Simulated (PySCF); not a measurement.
# Run times: nickel in x2c-QZVPPall-2c

Measured wall times of calculations with PySCF 2.14 in x2c-QZVPPall-2c (11s9p6d4f2g, 114 functions), with two-component X2C-1e, run from one Python driver. Hardware: 1 thread of Intel(R) Xeon(R) 6975P-C on a shared host, 1.3 GiB allowed. The two-electron integrals over 114 functions were computed once and kept in memory (2.2 CPU seconds with the set-up); the times below exclude them.

Launch command (the driver calls PySCF for each step listed in the task file):

```bash
OMP_NUM_THREADS=1 python sorun2.py TASK.json OUT
```

```
      species                                      step  iterations  wall time (s)
Ni³⁺ [Ar] 3d7                            GHF, spin-free           7            4.5
Ni³⁺ [Ar] 3d7            GMP2 (15 electrons), spin-free                        1.8
Ni³⁺ [Ar] 3d7                  GHF, screened spin-orbit          14             14
Ni³⁺ [Ar] 3d7  GMP2 (15 electrons), screened spin-orbit                       0.92
Ni⁴⁺ [Ar] 3d6                            GHF, spin-free           7            4.5
Ni⁴⁺ [Ar] 3d6            GMP2 (14 electrons), spin-free                       0.82
Ni⁴⁺ [Ar] 3d6  GMP2 (14 electrons), screened spin-orbit                       0.83
```

Q: Roughly how long does GHF, screened spin-orbit take for Ni⁴⁺ [Ar] 3d6 here?

A: About 18 s.

Peak memory of the process: 0.52 GiB. Times on a shared host vary from run to run.
